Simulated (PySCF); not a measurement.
Cl4Te. Atoms are numbered in the order given.

```xyz
5

Te     0.0000     0.0000     0.4224
Cl     1.8178     0.0000    -1.0954
Cl     0.0000     2.4721     0.4494
Cl    -1.8178     0.0000    -1.0954
Cl     0.0000    -2.4721     0.4494
```
Charge 0, spin multiplicity 1.

Geometry: B3LYP-D3(BJ)/def2-SVP. The isomer is the one that the SMILES or the coordinates give; other isomers of the formula were not compared. The def2 effective core potentials stand for the cores of Te; spin–orbit coupling is left out.

Level of theory: ωB97X/def2-TZVP in PySCF.

ESP charges are fitted to the potential on shells at 1.4 to 2.0 van der Waals radii. Atomic charges (e):

```json
[
 {"atom": "Te1", "Mulliken": "…", "ESP fit": "0.70", "Löwdin": "0.39"},
 {"atom": "Cl2", "Mulliken": "…", "ESP fit": "-0.07", "Löwdin": "0.00"},
 {"atom": "Cl3", "Mulliken": "…", "ESP fit": "-0.28", "Löwdin": "-0.20"},
 {"atom": "Cl4", "Mulliken": "…", "ESP fit": "-0.07", "Löwdin": "0.00"},
 {"atom": "Cl5", "Mulliken": "…", "ESP fit": "-0.28", "Löwdin": "-0.20"}
]
```

Problem. What belongs in the gaps? (An estimate is asked for; the answer gives what the named calculation found.)

Solution. 
- Te1, Mulliken: 1.01
- Cl2, Mulliken: -0.16
- Cl3, Mulliken: -0.34
- Cl4, Mulliken: -0.16
- Cl5, Mulliken: -0.34

Problem. Give the Mayer and Wiberg (Löwdin basis) orders of the bonds. (The exact figures need the calculation; the answer reports its results.)

Solution. 
```json
[
 {"bond": "Te1–Cl2", "Mayer": "1.10", "Wiberg": "1.48"},
 {"bond": "Te1–Cl3", "Mayer": "0.92", "Wiberg": "1.31"},
 {"bond": "Te1–Cl4", "Mayer": "1.10", "Wiberg": "1.48"},
 {"bond": "Te1–Cl5", "Mayer": "0.92", "Wiberg": "1.31"}
]
```
